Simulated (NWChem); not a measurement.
System: CH₆ClNSi; SMILES C[SiH](N)Cl

```xyz
10

Si    -0.0496    -0.3997     0.3920
C      1.5522    -1.1094    -0.2400
N     -1.3755    -1.2679    -0.2731
Cl    -0.0442     1.6400    -0.1002
H     -0.1819    -0.4475     1.8731
H      1.6334    -2.1743     0.0267
H      1.6142    -1.0175    -1.3357
H      2.4100    -0.5708     0.1896
H     -1.4063    -1.4441    -1.2720
H     -2.3097    -1.0989     0.0849
```
Atoms are numbered in this order, from 1.

Results from NWChem. The geometry was optimised at PBE0/def2-SVP. Ions are spin-unrestricted doublets at the neutral geometry; other ion states weren't tried. Functional: LC-ωPBE (HJS hole) with def2-SVP; rows give the range parameter ω in 1/bohr.

For range parameter (1/bohr) 0.15:

```
Item                                   Result
-------------------------------------  ------
vertical ionisation energy, ΔSCF (eV)    9.78
−ε(HOMO) (eV)                            8.25
```

Task: What are these values for range parameter (1/bohr) 0.30?

Result: The vertical ionisation energy, ΔSCF (eV) is 10.22 and the −ε(HOMO) (eV) is 9.81.
